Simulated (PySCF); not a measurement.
**Checking a proposed structure**

A compound C$_{7}$H$_{9}$N gives the data below (simulated from a calculation) and was assigned the structure `Cc1ccccc1N`.

¹³C{¹H} NMR (computed): δ 149.4 (C), 135.6 (CH, 2C), 129.5 (C), 116.7 (CH, 2C), 22.1 (CH3).

¹H NMR (300 MHz, computed): δ 7.04 (d, J = 9.0 Hz, 2H), 6.48 (d, J = 9.0 Hz, 2H), 2.92 (br s, 2H), 2.21 (s, 3H).

Level of theory: PBE0-D3(BJ)/def2-SVP structure, GIAO PBE0/pcSseg-1 shieldings, couplings computed with B3LYP/pcJ-1 (spin–dipole term only in couplings to heteroatoms), in PySCF 2.14 (in vacuum, one averaged value for each set of equivalent atoms, one computed conformer, relativity neglected).

References, each an isolated molecule treated in the same way: ¹H and ¹³C vs TMS.

Task: Compare with the shifts computed for the proposed structure, pairing carbons in order of shift.

Result: Mapped SMILES: `[CH3:1][c:2]1[cH:3][cH:4][cH:5][cH:6][c:7]1[NH2:8]` (H(Xn): hydrogen on atom n).

```csv
atom,computed for proposal,given list,difference
C7,149.6,149.4,+0.2
C3,135.7,135.6,+0.1
C5,133.1,135.6,-2.5
C2,123.1,129.5,-6.4
C4,122.0,116.7,+5.3
C6,116.5,116.7,-0.2
C1,19.2,22.1,-2.9
```

The rms difference is 3.4 ppm and the largest -6.4 ppm at C2 (substituted aromatic carbon). The proposal also would give 7 carbon signals, not 5. The proposal doesn't fit.

Task: Which isomer fits?

Result: `InChI=1S/C7H9N/c1-6-2-4-7(8)5-3-6/h2-5H,8H2,1H3`.

- Carbon types of the structure: 2 × C, 4 × CH, 1 × CH3, leaving 2 H on heteroatoms.
- δC 149.4: aromatic carbon bearing nitrogen; σ withdrawal by the attached heteroatom moves it downfield of the ring CH carbons.
- δC 135.6, 116.7: aromatic CH.
- δC 129.5: substituted aromatic carbon.
- δH 2.21: hydrogen on a methyl carbon on an aromatic ring; benzylic-type position, deshielded by the ring.
- The protons at 7.04 and 6.48 share a coupling of 9.0 Hz (vicinal, an ortho-type coupling).

Other isomers checked: Cc1cccc(N)c1 (rms 4.4 ppm); CNc1ccccc1 (rms 4.8 ppm).

The data come from this structure; uniqueness wasn't tested.

OH and NH positions are those of a molecule without intermolecular hydrogen bonds; in solution they move with solvent, concentration and temperature, and exchange usually removes their couplings. Multiplet labels drop couplings under 1 Hz and merge nearly equal ones. Couplings among chemically equivalent protons are left out too, so labels in AA′BB′ or AA′XX′ sets are apparent multiplicities. Unscaled 3J(H,H) at this level run about 10 % above measured values. Shifts are as computed. Against solution values, carbons near 30 ppm lie about +2 ppm off and those near 130 ppm about +5 ppm. Of 1211 compounds with measured shifts, 218 miss one by over three times the rms of a fit or turn the order of signals round; such compounds aren't used in these exercises.
